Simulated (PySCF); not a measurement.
**Structure from NMR data**

Molecular formula: C5H11ClO3Si. Simulated spectra:

1H NMR (400 MHz, computed): δ 4.91 (d, 1H), 3.97 (s, 3H), 3.58 (s, 3H), 3.41 (m, 1H), 1.49 (d, 3H).

13C{1H} NMR (computed): δ 186.8 (C), 77.1 (CH), 59.9 (CH3), 51.8 (CH3), 14.2 (CH3).

[PySCF 2.14.0 with density-fitted response routines: geometry from GFN2-xTB; GIAO PBE0/pcSseg-1 shieldings; one conformer; isolated molecule; non-relativistic; averaged over atoms made equivalent by symmetry, fast rotation or ring inversion]

Referencing at the same level of theory: TMS for 1H and 13C.

**Question.** What is the structure?

**Answer.** 
Rings plus π bonds: 1 (no ring in the answer). 5 carbon signals for 5 carbons: no two carbons are equivalent. Carbon types of the structure: 1 × C, 1 × CH, 3 × CH3, leaving 1 H on heteroatoms. δC 186.8: carbonyl carbon. δC 77.1: sp3 CH bonded to O and Si; the inductive effect lowers its shielding. δC 59.9, 51.8: methyl carbon bonded to O; deshielded by the electronegative neighbour. δC 14.2: methyl carbon; a saturated carbon with 1 carbon neighbour and no heteroatom attached. δH 3.97, 3.58: hydrogen on a methyl carbon bonded to O; its carbon carries O, an electronegative neighbour. δH 3.41: hydrogen on an sp3 CH bonded to O and Si; its carbon carries O, which withdraws density. δH 1.49: hydrogen on a methyl carbon.

Structure: `COC(=O)[Si@@H](Cl)[C@@H](C)OC`.

The shifts were computed for this structure.

Shifts are as computed. Against solution values, carbons near 30 ppm lie about +3 ppm off and those near 130 ppm about +5 ppm. Of 1211 compounds with measured shifts, 218 miss one by over three times the rms of a fit or turn the order of signals round; such compounds aren't used in these exercises. Multiplicities follow the n + 1 count of equivalent neighbours, as no J values were calculated; m marks all less simple cases, F and P coupling included.
